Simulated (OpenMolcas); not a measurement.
# 2s2 2p along the 5-electron sequence

```yaml
Program: OpenMolcas
Method: MS-CASPT2, IPEA 0.25 Eh, imaginary shift 0.1 Eh
Basis: ANO-R3
Scalar_Hamiltonian: X2C, finite nucleus
Spin-orbit_coupling: RASSI with atomic mean-field integrals over the reference wave functions, term energies averaged over their components
```

Active space for each ion: 3 electrons in 4 orbitals (2s 2p); closed shells correlated by CASPT2: 1s.

Computed levels in cm-1 above 2P* 1/2:

| Level | C+ | N2+ | O3+ |
| --- | --- | --- | --- |
| 2P* 3/2 | 57.0 | 158 | 353 |
| weight of 2P* in the lowest level (%) | 100 | 100 | 100 |

Measured, with the error of the calculation in %. Measured levels: C+ from NIST Handbook of Basic Atomic Spectroscopic Data; N2+ from Moore, Selected Tables of Atomic Spectra, NSRDS-NBS 3, section 5; O3+ from Moore, Selected Tables of Atomic Spectra, NSRDS-NBS 3, section 10.

```tsv
Level	C+	N2+	O3+
2P* 3/2	63.4 (-10.0)	174 (-9.2)	386 (-8.6)
```

The fine-structure level 2P* 3/2 changes by a factor of 6.19 from C+ to O3+. Its fourth root runs 2.75, 3.55, 4.33, with steps per unit of Z of 0.80, 0.79; equal steps would mean a (Z - σ)^4 law with constant σ.

Computed and measured levels are paired by configuration, term and J; levels that our copy of the source lacks, or whose pairing is in doubt (as where it misses far off the trend of its configuration), stay unpaired and out of the deviations. Levels of configurations outside the active space are missing.

* marks odd parity.
